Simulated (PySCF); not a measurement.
Energy profile

The step: GeH₄SO ([OH][GeH2][SH]) → GeH₂O ([O][GeH2]) + H₂S (still joined by a long Ge–S bond); bonds formed: S2–H4; bonds broken: O3–H4; bonds weakened to dative contacts: Ge1–S2 (atoms numbered as in the saddle structure below).

Ge1  (-0.543, 0.300, 0.765)
S2  (1.183, 0.123, -1.135)
O3  (-1.625, -0.252, -0.379)
H4  (-0.165, -0.194, -1.406)
H5  (-0.404, 1.791, 1.141)
H6  (0.079, -0.614, 1.846)
H7  (1.475, -1.154, -0.832)
(Å)

Electronic energies by CCSD(T) at an estimated basis limit (MP2 extrapolated from triple and quadruple zeta, plus CCSD(T) − MP2 in triple zeta), on PBE0-D4/def2-TZVP structures; GeH$_{4}$SO, closed shell; no counterpoise correction. Program: PySCF 2.14 with density fitting (its default auxiliary sets; JK sets also for MP2 and CCSD(T)). Basis: def2-TZVPP and def2-QZVPP. Cores are frozen in the correlated methods. Filled d shells of the heavier atoms are correlated. The def2 sets are not built for correlating such inner shells, so the correlated values are less sure here. Extrapolation: Hartree–Fock as exp(−7.88 √X), correlation as X^−2.97.

Give the profile in eV, counted from the start structure. (To be estimated.)

By the calculation:
```
                                                                                                 point     eV
                                                                                       start structure  0.000
                                                                                                saddle  2.523
                                                                                         end structure  2.410
separated: GeH$_{2}$O (linked as [O][GeH2]; Ge1, O3, H5, H6; singlet) + H$_{2}$S (S2, H4, H7; singlet)  2.778
```

The T1 diagnostic stays at or below 0.023.

For scale, one of the runs: CCSD(T)/def2-TZVPP, 177 basis functions, launched by `OMP_NUM_THREADS=4 python run.py`. Hardware: 4 CPU threads of an Arm Neoverse V2, shared host. Wall time 6.2 min; peak host memory 1.9 GiB.
